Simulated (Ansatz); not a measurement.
Reaction (substitution at a C–Si bond): `BC(O)[SiH2]C` + `[OH][Ti]([F])([Cl])[SeH]` → `C[O][Ti]([F])([Cl])[SeH]` + `BC(O)[SiH3]`

Computed with Ansatz on PBE0-D4/def2-TZVP structures; ΔE is electronic, products minus reactants. CCSD(T)/CBS is the MP2 limit (def2-TZVPP, def2-QZVPP) plus CCSD(T) − MP2 in def2-TZVPP, frozen cores. Functionals use def2-TZVPP. B3LYP here is the variant with VWN-RPA as its local correlation; programs differ in this. For Se, Ti outer-core shells are correlated without core-valence functions, which leaves a few kJ/mol of doubt a bond. Scalar relativity is left out up to krypton. Each species was taken in one conformer, which may not be the lowest.

```csv
level,ΔE (kJ/mol),difference from CCSD(T)/CBS
r2SCAN-D4,78.2,0.2
B3LYP-D4,72.0,-6.0
ωB97X-V,76.3,-1.7
PBE,72.0,-6.0
PBE0,75.7,-2.3
B3LYP,68.9,-9.1
SCS-MP2/def2-TZVPP,72.0,-6.0
CCSD/def2-TZVPP,75.5,-2.5
HF/CBS(def2),67.8,-10.2
MP2/CBS(def2),81.9,3.9
CCSD(T)/CBS,78.0,0
```

Largest T1 diagnostic among the species: 0.023, so the coupled-cluster value is less sure than usual.

From PBE to PBE0 (25 % exact exchange), in def2-TZVPP and without D4, ΔE moves by +3.7 kJ/mol. The D4 term adds +3.1 kJ/mol with B3LYP and +1.6 kJ/mol with PBE0; it sums over pairs of atoms, weighted by their polarisabilities, and B3LYP, whose exchange is more repulsive, gets the larger term. In def2-TZVPP, CCSD(T) changes the Hartree–Fock value by +5.9 kJ/mol (the triples alone add −2.0 kJ/mol) and MP2 by +9.8 kJ/mol.
